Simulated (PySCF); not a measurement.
Compound: C5H8Cl2OSi.
Atom-mapped SMILES: `[CH3:1][C:2](=[O:3])[C@@H:4]1[SiH2:5][C@@H:6]1[CH:7]([Cl:8])[Cl:9]`

Probes without a nucleus sit at each ring's centroid and 1 Å off its mean plane on both sides; NICS is minus the shielding there, NICSzz its component along the normal. Level: GIAO PBE0/pcSseg-1 (PySCF, non-relativistic, gas phase) on the GFN2-xTB geometry, one conformer.

Ring bond lengths (Å), with Mayer bond orders in brackets: C4–Si5 1.926 (0.81), Si5–C6 1.881 (0.89), C6–C4 1.548 (0.85).

Q: What do the NICS probes read (ppm)?

A: 
```csv
ring,type,NICS(0),"NICS(1), two faces","NICS(1)zz, two faces",rms pucker (Å),"centre to ring atoms, mean (Å)"
C4–Si5–C6,3-membered ring with Si; formal bonds all single,-27.2,-5.8 / -9.2,-13.5 / -18.9,0.00,1.03
```

Q: What can be read from them?

A: 
- C4–Si5–C6: mean NICS(1)zz -16.2 ppm, shielded. C4, Si5, C6 have four or more neighbours; no verdict on aromaticity is drawn. The two faces differ by 5.4 ppm, so no symmetry operation interchanges them. NICS(0) lies 20 ppm below the mean NICS(1).

Q: What field does 9.4 T along the ring normal induce along that normal at the second NICS(1) probe listed for ring C4–Si5–C6, 1 Å off the ring?

A: NICSzz × B0 = -18.9 ppm × 9.4 T = -178 μT, against the applied field.

Conformer computed: `[CH3:1][C:2](=[O:3])[C@@H:4]1[SiH2:5][C@@H:6]1[CH:7]([Cl:8])[Cl:9]`: C1–C2–C4–Si5 -142°, Si5–C6–C7–Cl8 87°.
